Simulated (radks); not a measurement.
Results of a calculation; reference values are marked as such.
How relativity changes the ionisation of the silicon ion Si3+ ([Ne] 3s1) to Si4+ ([Ne]). Spin-unpolarised spherical Kohn-Sham, PBE, point nucleus unless stated (finite: rms radius 3.1224 fm), a radial shooting solver on a logarithmic mesh with Libxc functionals. A level marked "c x" has the speed of light scaled by that factor.

level                        E(Si3+) (hartree)  E(Si4+) (hartree)  IE (eV)   HOMO  <r> HOMO (bohr)
non-rel.                            -287.08386         -285.42809   45.056     3s            1.850
scalar-rel.                         -287.71625         -286.05692   45.153     3s            1.846
scalar-rel., finite nucleus         -287.71605         -286.05673   45.153     3s            1.846
Dirac                               -287.71662         -286.05729   45.152  3s1/2            1.846
Dirac, finite nucleus               -287.71642         -286.05710   45.152  3s1/2            1.846
Dirac, c x 1.5                      -287.36428         -285.70694   45.099  3s1/2            1.848
Dirac, c x 2                        -287.24144         -285.58478   45.080  3s1/2            1.849
Dirac, c x 10                       -287.09016         -285.43435   45.057  3s1/2            1.850

NIST Atomic Spectra Database: 45.142 eV (measured). The relativistic part of the total energy of Si3+ is -0.6326 hartree (Dirac, finite nucleus), 0.22 % of the non-relativistic value. Spin polarisation and multiplet splitting of open shells are left out at every level.

Beside tabulated values, note that spin-unpolarised runs miss the spin-polarisation part of the exchange energy of open shells.
